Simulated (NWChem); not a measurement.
System: BH3Se2; SMILES [SeH]B[SeH]

Here is an NWChem input.

```
start job
memory heap 200 mb stack 900 mb global 1100 mb
geometry units angstroms noautosym nocenter noautoz
  B      0.000000     0.000000    -0.818506
  H      0.000000     0.000000    -2.020081
  Se    -1.663028     0.000000     0.152110
  H     -2.512406     0.000000    -1.048165
  Se     1.663028     0.000000     0.152110
  H      2.512406     0.000000    -1.048165
end
basis spherical
  B library pcsseg-1
  H library pcsseg-1
  Se library pcsseg-1
end
dft
  xc bhlyp
  iterations 150
end
property
  shielding 4 1 2 3 4
end
task dft property
```

Excerpt of the output:

```
             Northwest Computational Chemistry Package (NWChem) 7.3.0
             --------------------------------------------------------

                             Geometry "geometry" -> ""
                             -------------------------

 Output coordinates in angstroms (scale by  1.889725989 to convert to a.u.)

  No.       Tag          Charge          X              Y              Z
 ---- ---------------- ---------- -------------- -------------- --------------
    1 B                    5.0000     0.00000000     0.00000000    -0.81850600
    2 H                    1.0000     0.00000000     0.00000000    -2.02008100
    3 Se                  34.0000    -1.66302800     0.00000000     0.15211000
    4 H                    1.0000    -2.51240600     0.00000000    -1.04816500
    5 Se                  34.0000     1.66302800     0.00000000     0.15211000
    6 H                    1.0000     2.51240600     0.00000000    -1.04816500

 Effective nuclear repulsion energy (a.u.)     328.0643571364

                              NWChem Property Module
                              ----------------------

  itol2e modified to match energy
  convergence criterion.

                                 NWChem DFT Module
                                 -----------------

 Summary of "ao basis" -> "ao basis" (spherical)
 ------------------------------------------------------------------------------
       Tag                 Description            Shells   Functions and Types
 ---------------- ------------------------------  ------  ---------------------
 B                          pcsseg-1                 7       17   3s3p1d
 H                          pcsseg-1                 3        5   2s1p
 Se                         pcsseg-1                15       41   5s7p3d

  itol2e modified to match energy
  convergence criterion.

            General Information
            -------------------
          SCF calculation type: DFT
          Wavefunction type:  closed shell.
          No. of atoms     :     6
          No. of electrons :    76
           Alpha electrons :    38
            Beta electrons :    38
          Charge           :     0
          Spin multiplicity:     1
          Use of symmetry is: off; symmetry adaption is: off
          Maximum number of iterations: 150
          AO basis - number of functions:   114
                     number of shells:    46
          Convergence on energy requested:  1.00D-07
          Convergence on density requested:  1.00D-05
          Convergence on gradient requested:  5.00D-04

              XC Information
              --------------
                        BHLYP Method XC Functional
                     Hartree-Fock (Exact) Exchange  0.500
                        Slater Exchange Functional  0.500 local
                    Becke 1988 Exchange Functional  0.500 non-local
              Lee-Yang-Parr Correlation Functional  1.000

             Grid Information
             ----------------
          Grid used for XC integration:  fine
          Radial quadrature: Mura-Knowles
          Angular quadrature: Lebedev.
          Tag              B.-S. Rad. Rad. Pts. Rad. Cut. Ang. Pts.
          ---              ---------- --------- --------- ---------
          B                   0.85       70          10.0       590
          H                   0.35       60          13.0       590
          Se                  1.15      140          12.0       974
          Grid pruning is: on
          Number of quadrature shells:   530
          Spatial weights used:  Erf1

      Superposition of Atomic Density Guess
      -------------------------------------

 Sum of atomic energies:       -4825.07608388

      Non-variational initial energy
      ------------------------------

 Total energy =   -4826.092820
 1-e energy   =   -7375.666566
 2-e energy   =    2221.509389
 HOMO         =      -0.288263
 LUMO         =       0.008919

   convergence    iter        energy       DeltaE   RMS-Dens  Diis-err
 ---------------- ----- ----------------- --------- --------- ---------
 d= 0,ls=0.0,diis     1  -4829.1828178333 -5.16D+03  4.86D-03  1.55D+00
 d= 0,ls=0.0,diis     2  -4829.2144565229 -3.16D-02  3.71D-03  1.17D-01
 d= 0,ls=0.0,diis     3  -4829.2198146628 -5.36D-03  1.69D-03  7.64D-02
 d= 0,ls=0.0,diis     4  -4829.2300847837 -1.03D-02  1.77D-04  4.40D-04
 d= 0,ls=0.0,diis     5  -4829.2301418966 -5.71D-05  6.30D-05  3.93D-05
  Resetting Diis
 d= 0,ls=0.0,diis     6  -4829.2301491327 -7.24D-06  1.51D-05  1.70D-06
 d= 0,ls=0.0,diis     7  -4829.2301493720 -2.39D-07  6.89D-06  4.42D-07
 d= 0,ls=0.0,diis     8  -4829.2301493831 -1.11D-08  3.45D-06  3.47D-07

         Total DFT energy =    -4829.230149383103
      One electron energy =    -7378.205023609908
           Coulomb energy =     2400.446747178480
    Exchange-Corr. energy =     -179.536230088079
 Nuclear repulsion energy =      328.064357136404

 Numeric. integr. density =       76.000000975376

                       DFT Final Molecular Orbital Analysis
                       ------------------------------------

 Vector   36  Occ=2.000000D+00  E=-3.654388D-01
              MO Center= -3.9D-08,  1.1D-08, -2.2D-01, r^2= 4.6D+00
   Bfn.  Coefficient  Atom+Function         Bfn.  Coefficient  Atom+Function
  ----- ------------  ---------------      ----- ------------  ---------------
    48      0.270526  3 Se pz                94      0.270526  5 Se pz
    18      0.261749  2 H  s                 45      0.258005  3 Se pz
    91      0.258005  5 Se pz                 9     -0.226876  1 B  pz
    19      0.153641  2 H  s                 64     -0.145763  4 H  s
   110     -0.145763  6 H  s                 26      0.144765  3 Se s

[...]

          -----------------------------------------
          Chemical Shielding Tensors (GIAO, in ppm)
          -----------------------------------------

                                NWChem CPHF Module
                                ------------------

  scftype          =     RHF
  nclosed          =       38
  nopen            =        0
  variables        =     2888
  # of vectors     =        3
  tolerance        = 0.10D-03
  level shift      = 0.00D+00
  max iterations   =       50
  max subspace     =       30

 SCF residual:    1.1100228616426067E-004

Iterative solution of linear equations
  No. of variables     2888
  No. of equations        3
  Maximum subspace       30
        Iterations       50
       Convergence  1.0D-04

   iter   nsub   residual    time
   ----  ------  --------  ---------
     1      3    1.14D+00      53.7
     2      6    7.02D-02      58.9
     3      9    9.61D-03      63.7
     4     12    1.10D-03      69.8
     5     15    1.75D-04      75.6
     6     18    1.83D-05      81.0

      Atom:    1  B
        Diamagnetic
    210.1393     -0.0000     -0.0000
     -0.0000    173.0736      0.0000
     -0.0000      0.0000    190.6550

        Paramagnetic
   -204.2171     -0.0000      0.0000
     -0.0000    -50.3160      0.0000
      0.0000      0.0000   -245.6707

        Total Shielding Tensor
      5.9222     -0.0000      0.0000
     -0.0000    122.7576      0.0000
      0.0000      0.0000    -55.0157

           isotropic =      24.5547
          anisotropy =     147.3044

          Principal Components and Axis System
                 1           2           3
              122.7576    -55.0157      5.9222

      1        -0.0000     -0.0000      1.0000
      2         1.0000     -0.0000      0.0000
      3         0.0000      1.0000      0.0000

      Atom:    2  H
        Diamagnetic
     26.0463      0.0000     -0.0000
      0.0000     18.9665      0.0000
     -0.0000      0.0000     38.1751

        Paramagnetic
      1.5837     -0.0000      0.0000
     -0.0000      3.2186      0.0000
      0.0000      0.0000    -17.6761

        Total Shielding Tensor
     27.6300     -0.0000     -0.0000
     -0.0000     22.1851      0.0000
     -0.0000      0.0000     20.4991

           isotropic =      23.4380
          anisotropy =       6.2879

          Principal Components and Axis System
                 1           2           3
               27.6300     22.1851     20.4991

      1         1.0000      0.0000      0.0000
      2        -0.0000      1.0000     -0.0000
      3        -0.0000      0.0000      1.0000

      Atom:    3  Se
        Diamagnetic
   3006.9694     -0.0000      0.4135
     -0.0000   2994.1768     -0.0000
      0.4135     -0.0000   2999.4700

        Paramagnetic
  -1037.1710     -0.0000   -230.5689
     -0.0000  -1046.1920     -0.0000
   -230.5689     -0.0000  -1712.6534

        Total Shielding Tensor
   1969.7984     -0.0000   -230.1554
     -0.0000   1947.9848     -0.0000
   -230.1554     -0.0000   1286.8166

           isotropic =    1734.8666
          anisotropy =     457.8764

          Principal Components and Axis System
                 1           2           3
             2040.1175   1947.9848   1216.4974

      1         0.9564      0.0000      0.2922
      2        -0.0000      1.0000      0.0000
      3        -0.2922     -0.0000      0.9564

      Atom:    4  H
        Diamagnetic
     32.2621     -0.0000     13.3333
     -0.0000     17.7679     -0.0000
     13.3333     -0.0000     36.6383

        Paramagnetic
     -0.3740     -0.0000     -4.4220
     -0.0000      2.5746     -0.0000
     -4.4220     -0.0000     -3.7727

        Total Shielding Tensor
     31.8881     -0.0000      8.9113
     -0.0000     20.3425     -0.0000
      8.9113     -0.0000     32.8656

           isotropic =      28.3654
          anisotropy =      19.4042

          Principal Components and Axis System
                 1           2           3
               41.3016     23.4521     20.3425

      1         0.6875      0.7262      0.0000
      2        -0.0000     -0.0000      1.0000
      3         0.7262     -0.6875      0.0000
```

Level: BHandHLYP/pcSseg-1, GIAO. Coordinates come from a PBE0/def2-SVP optimisation. The printed shielding anisotropy is the first printed principal value minus the mean of the other two.
